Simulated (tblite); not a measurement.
Compound: C₇H₁₆B₂.
Structure used (GFN2-xTB), in Å, numbered top down from 1:
```
atom  x, y, z in Å
C1    -2.389   -0.404   -1.020
B2    -1.684    0.111    0.294
C3    -2.533    0.396    1.594
C4    -0.113    0.335    0.342
C5     0.494   -1.027    0.777
B6     2.045   -1.169    0.581
C7     2.783   -0.238   -0.448
C8     2.035    1.057   -0.781
C9     0.541    0.801   -0.964
H10   -3.321   -0.934   -0.835
H11   -2.640    0.457   -1.643
H12   -1.755   -1.042   -1.632
H13   -3.462   -0.166    1.650
H14   -2.806    1.452    1.602
H15   -1.975    0.224    2.513
H16    0.162    1.061    1.116
H17    0.049   -1.818    0.160
H18    0.172   -1.254    1.796
H19    2.627   -2.031    1.126
H20    3.810   -0.006   -0.157
H21    2.874   -0.832   -1.366
H22    2.177    1.773    0.033
H23    2.447    1.509   -1.688
H24    0.398    0.047   -1.740
H25    0.056    1.721   -1.299
```

Computed values, GFN2-xTB/tblite, gas phase, harmonic and unscaled. The method is semi-empirical: single wavenumbers can be off by several per cent or more. Modes of hydrogen on boron can be 10 to 20 % off. One conformer, not necessarily the lowest. The optimisation stopped once no atom felt more than 0.01 eV/Å.

Lowest wavenumbers of the output (negative numbers stand for imaginary wavenumbers):
```
mode    cm-1
  1     -29.3
  2      64.6
  3      78.3
  4      85.6
  5     131.5
  6     136.9
  7     196.6
  8     252.0
```

Problem. Is this structure a minimum?

Solution. Not by this Hessian. 1 mode is imaginary beyond 20i (29i cm⁻¹), so at this level the point lies at or near a first-order saddle. The curvature is small, so loose convergence or finite differences may be the whole cause.

Problem. Which atoms move in the imaginary mode?

Solution. 29i: H13 (methyl hydrogen) 16 %, H10 (methyl hydrogen) 16 %, H11 (methyl hydrogen) 13 %, C3 (sp3 carbon bound to boron) 13 %. These are shares of the mass-weighted motion.

Problem. What is the remedy?

Solution. Step along that mode in both directions, optimise again with tighter thresholds and repeat the frequencies. The zero-point energy of this point (136.0 kcal/mol) counts the 68 real modes alone, and thermal corrections from it aren't those of a minimum.
